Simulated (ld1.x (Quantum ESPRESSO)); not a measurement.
# iron, PAW: configuration errors across variants

```json
{
  "Element": "iron (Fe)",
  "Generator": "ld1.x (Quantum ESPRESSO) 7.5",
  "Type": "PAW",
  "Functional": "LDA (PZ)",
  "Relativity": "scalar-relativistic",
  "Frozen core": "[Ne]",
  "Valence charge": "16",
  "Reference configuration": "3s2 3p6 3d6 4s1 4p1",
  "Partial waves": "3s (bound): rcut 1.10, rcutus 1.25 bohr; 4s (bound): rcut 1.10, rcutus 1.25 bohr; 3p (bound): rcut 1.20, rcutus 1.30 bohr; 4p (bound): rcut 1.20, rcutus 1.30 bohr; 3d (bound): rcut 1.30, rcutus 1.50 bohr; 3d channel at 0.35 Ry: rcut 1.30, rcutus 1.50 bohr",
  "Local potential": "all-electron potential smoothed inside 1.10 bohr (lloc = -1)",
  "Core correction": "Bessel-smoothed model core, default radius (core density twice the valence density)",
  "Augmentation charge": "PSQ, inside the norm-conserving radii"
}
```

All-electron excitation energies from the reference (eV): (1) 3s2 3p6 3d6 4s2 4p0 -4.178; (2) 3s2 3p6 3d6 4s1 4p0 4.803; (3) 3s2 3p6 3d6 4s0 4p0 21.296.

The overlap operator is not positive definite (basis up to 400 Ry) in “base”, “all radii but the core radius scaled by about 1.06 (s 1.32, p 1.38, d 1.60 bohr, rcut 1.16/1.28/1.38); local potential all-electron potential smoothed inside 1.16 bohr (lloc = -1)”, “all radii but the core radius scaled by about 1.15 (s 1.44, p 1.50, d 1.72 bohr, rcut 1.26/1.38/1.50); local potential all-electron potential smoothed inside 1.26 bohr (lloc = -1)”, “all radii but the core radius scaled by about 1.30 (s 1.62, p 1.70, d 1.96 bohr, rcut 1.44/1.56/1.70); local potential all-electron potential smoothed inside 1.44 bohr (lloc = -1)”, “all radii but the core radius scaled by about 1.39 (s 1.74, p 1.80, d 2.08 bohr, rcut 1.52/1.66/1.80); local potential all-electron potential smoothed inside 1.52 bohr (lloc = -1)”. Such files are unfit for use, however small their errors in these radial tests.

3 further variants failed, have other tests or too few solved ones, and are left out.

Errors AE − PS in meV (a dash: test not solved or not reliable):

```tsv
change	(1)	(2)	(3)	bound ghosts
base	+0.2	-0.5	-2.1	not determined (overlap not positive)
all radii but the core radius scaled by about 1.06 (s 1.32, p 1.38, d 1.60 bohr, rcut 1.16/1.28/1.38); local potential all-electron potential smoothed inside 1.16 bohr (lloc = -1)	-2.3	-0.9	-2.1	not determined (overlap not positive)
all radii but the core radius scaled by about 1.15 (s 1.44, p 1.50, d 1.72 bohr, rcut 1.26/1.38/1.50); local potential all-electron potential smoothed inside 1.26 bohr (lloc = -1)	+0.4	0.0	-1.8	not determined (overlap not positive)
all radii but the core radius scaled by about 1.30 (s 1.62, p 1.70, d 1.96 bohr, rcut 1.44/1.56/1.70); local potential all-electron potential smoothed inside 1.44 bohr (lloc = -1)	+0.8	+0.1	-2.8	not determined (overlap not positive)
all radii but the core radius scaled by about 1.39 (s 1.74, p 1.80, d 2.08 bohr, rcut 1.52/1.66/1.80); local potential all-electron potential smoothed inside 1.52 bohr (lloc = -1)	-0.6	-0.8	-9.8	not determined (overlap not positive)
```

Give the same row for: all radii but the core radius scaled by about 0.77 (s 0.96, p 1.00, d 1.14 bohr, rcut 0.84/0.92/1.00); local potential all-electron potential smoothed inside 0.84 bohr (lloc = -1).

+0.2, -0.5, -1.7; bound ghosts: none.
